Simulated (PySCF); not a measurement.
**Orbital picture of NdS**

PBE at R = 2.360 Å; Nd x2c-TZVPall, S x2c-TZVPall; spin-free X2C with a Gaussian nucleus (PySCF 2.14). State: quintet, about 3.7 electrons in the 4f shell (Mulliken), real f orbitals that mix terms. Only the outer orbitals are listed, counted within each symmetry.

| spin | orbital | occ. | ε (eV) | on Nd (%) | main shells (%) |
| --- | --- | --- | --- | --- | --- |
| α | 15σ | 1 | -13.86 | 9 | 91 S s |
| α | 16σ | 1 | -4.99 | 31 | 67 S p, 16 Nd d |
| α | 8π | 1 | -4.91 | 27 | 73 S p, 19 Nd d |
| α | 8π | 1 | -4.90 | 26 | 74 S p, 20 Nd d |
| α | 3δ | 1 | -3.56 | 100 | 99 Nd f |
| α | 1φ | 1 | -3.49 | 100 | 99 Nd f |
| α | 9π | 1 | -3.38 | 99 | 93 Nd f |
| α | 17σ | 1 | -3.31 | 100 | 55 Nd f, 42 Nd s |
| α | 18σ | 0 | -3.03 | 97 | 38 Nd s, 37 Nd f, 18 Nd d |
| α | 9π | 0 | -2.63 | 100 | 92 Nd f |
| α | 1φ | 0 | -2.48 | 100 | 98 Nd f |
| β | 15σ | 1 | -13.90 | 10 | 90 S s |
| β | 8π | 1 | -4.87 | 20 | 80 S p, 16 Nd d |
| β | 8π | 1 | -4.85 | 19 | 80 S p, 15 Nd d |
| β | 16σ | 1 | -4.83 | 24 | 75 S p, 15 Nd d |
| β | 17σ | 0 | -2.58 | 99 | 83 Nd s, 12 Nd d |
| β | 3δ | 0 | -1.29 | 100 | 89 Nd d, 11 Nd f |
| β | 3δ | 0 | -1.28 | 100 | 99 Nd d |

Task: Which are the highest filled and the lowest empty level, where do they sit, and how wide is the gap?

Result: Highest filled α 17σ at -3.31 eV (in %: 55 Nd f, 42 Nd s); lowest empty α 18σ at -3.03 eV (in %: 38 Nd s, 37 Nd f, 18 Nd d); the gap at PBE is 0.28 eV.

```
bond order (Mayer)                              : 2.28
⟨S²⟩                                            : 6.027
charge on Nd (Mulliken, basis-dependent)        : 0.51
charge on Nd (Löwdin, basis-dependent)          : 0.04
dipole moment (positive dipole means Nd(−)S(+)) : -6.56 D
```

Spin–orbit coupling is left out. With d or f electrons several states lie close, and the lowest PBE0 determinant need not be the measured ground state.
